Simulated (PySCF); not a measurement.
## From computed data to an observable: chemical shift, span and skew from a shielding tensor

C2H6BFO, SMILES CB(F)CO. Atoms are numbered in the order given.

```xyz
11

C      1.5990    -0.2427    -0.4409
B      0.3595     0.1700     0.4190
F      0.5259     0.7204     1.6319
C     -1.1382     0.0066    -0.0616
O     -1.1933    -0.5853    -1.3451
H      1.4190    -1.2127    -0.9303
H      1.6921     0.4883    -1.2650
H      2.5439    -0.2598     0.1215
H     -1.6752    -0.5911     0.7073
H     -1.6123     1.0122    -0.0357
H     -2.1162    -0.6722    -1.6042
```

Geometry optimised at ωB97X-D3(BJ)/def2-SVP. This is a generated structure with no PubChem entry under its InChIKey; it may be hypothetical. Other conformers were not sampled.

GIAO shieldings from PBE/pcSseg-1 run with PySCF, non-relativistic, no solvent. The symmetric part of the tensor of C1 has the principal values 153.7, 181.6, 190.4 ppm. The same nucleus in TMS has σ = 182.0 ppm at this level (PySCF, at its B3LYP-D3(BJ)/def2-TZVP geometry).

**Question.** Work out the isotropic shielding, the ¹³C shift against TMS, the span and the skew.

**Answer.** 
σ(iso) = (σ11 + σ22 + σ33)/3 = 175.2 ppm. δ = σ(ref) − σ(iso) = 182.0 − (175.2) = 6.8 ppm.
Span Ω = σ33 − σ11 = 36.7 ppm. Skew κ = 3(σ(iso) − σ22)/Ω = -0.52. Tumbling in solution averages the tensor to δ; in a static solid the shielding alone would spread this spin-1/2 line over Ω.
